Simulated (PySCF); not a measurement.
**Electron correlation in S⁻ (sulfur, charge -1)**

[Ne] 3s2 3p5, 2P determinant. Computed with PySCF 2.14 in def2-TZVPPD, with no relativity, point nucleus. Frozen: [Ne]; 7 electrons correlated.

```json
{"level": "CCSD", "correlation energy (mhartree)": "-174.89"}
{"level": "(T)", "correlation energy (mhartree)": "-7.60"}
{"level": "CCSD(T)", "correlation energy (mhartree)": "-182.49"}
```

Diagnostics: T1 = 0.011, D1 = 0.0271, largest double amplitude 0.041.

**Question.** Is a single reference adequate?

**Answer.** Yes: T1 lies below 0.03 and no double amplitude reaches 0.07.
